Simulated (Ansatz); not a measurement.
# Relative stability

The two ends of one reaction step of GeH₃F, singlet (PBE0-D4/def2-TZVP).

A:

```
5
angstrom
Ge -1.1012 0.0626 0.5828
F 0.4010 -1.0593 -0.8955
H 1.0280 -0.3790 -0.9565
H -0.5188 1.3011 -0.2542
H 0.1910 0.0745 1.5235
```

B:

```
5
angstrom
Ge -0.8884 -0.4755 0.4192
F 0.0678 -1.7420 -0.3480
H 0.5626 1.1092 -0.5042
H -0.0213 1.1217 -0.9927
H 0.2794 -0.0135 1.4257
```

Program: Ansatz 0.2.0. Basis: def2-TZVPP. Cores are frozen in the correlated methods. Filled d shells of the heavier atoms are correlated. The def2 sets are not built for correlating such inner shells, so the correlated values are less sure here. B3LYP uses VWN-RPA correlation.

Q: Which structure is lower at CCSD(T), and by how much? (To be estimated.)

A: The calculation gives: B, by 0.645 eV (electronic energy, against the other). By their contacts, A is a complex of GeH₂ + HF and B is a complex of GeHF ([F][GeH]) + H₂.

All methods give the same order:

| method | E(B) − E(A) (eV) |
| --- | --- |
| SPW92 | -0.670 |
| PBE-D4 | -0.758 |
| BLYP-D4 | -0.847 |
| r2SCAN-D4 | -0.747 |
| B97M-V | -0.681 |
| PBE0-D4 | -0.669 |
| B3LYP-D4 | -0.766 |
| r2SCAN0-D4 | -0.669 |
| BHLYP-D4 | -0.689 |
| CAM-B3LYP-D4 | -0.737 |
| wB97X-V | -0.726 |
| wB97M-V | -0.694 |
| B2PLYP | -0.746 |
| PBE-QIDH | -0.649 |
| RPA on PBE | -0.650 |
| HF | -0.602 |
| MP2 | -0.700 |
| CCSD | -0.616 |
| CCSD(T) | -0.645 |

No T1 diagnostic of these runs exceeds 0.014.

Labels in which every atom is bracketed show which atoms are joined, not bond orders.

For scale, one of the runs: CCSD(T)/def2-TZVPP, 121 basis functions, launched by `ansatz run in.yaml --threads 2 --pin off --events-out ev --progress --plain --max-ram 4352MiB`. The run took about 4 s on 2 CPU threads of an Intel Xeon 6975P-C (shared host).
